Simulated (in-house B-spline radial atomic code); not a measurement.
A fraction x of an electron is removed from 2s in the fluorine ion F⁵⁺, starting from [He] 2s2 and keeping the highest spin. Level of theory: non-relativistic BP86, spin-polarised, spherical fractional occupations, point nucleus; calculated with a radial B-spline atomic code at the basis-set limit.

```
   x  E(x) - E(0) (eV)  2s down level (eV)
   0            0.0000            -144.121
0.01            1.4424            -144.364
0.22           32.2920            -149.423
0.31           45.8361            -151.552
0.46           68.8308            -155.027
 0.5           75.0500            -155.934
0.54           81.3053            -156.831
0.66          100.2833            -159.450
0.79          121.1876            -162.118
0.92          142.4200            -164.449
   1          155.6151                   -
```

The exact functional would give a straight line between the two integer points. Deviations E(x) - E(0) - x[E(1) - E(0)], in eV: -0.114 at x = 0.01, -1.943 at x = 0.22, -2.405 at x = 0.31, -2.752 at x = 0.46, -2.758 at x = 0.5, -2.727 at x = 0.54, -2.423 at x = 0.66, -1.748 at x = 0.79, -0.746 at x = 0.92.

The curve lies below the straight line by up to 2.758 eV (at x = 0.5): convex, the delocalisation error that favours fractional charges.

How well does Slater's transition state (minus the level at half occupation) give the ionisation energy?

It gives 155.934 eV against 155.615 eV from the two total energies; NIST lists 157.16 eV, ground level to ground level.
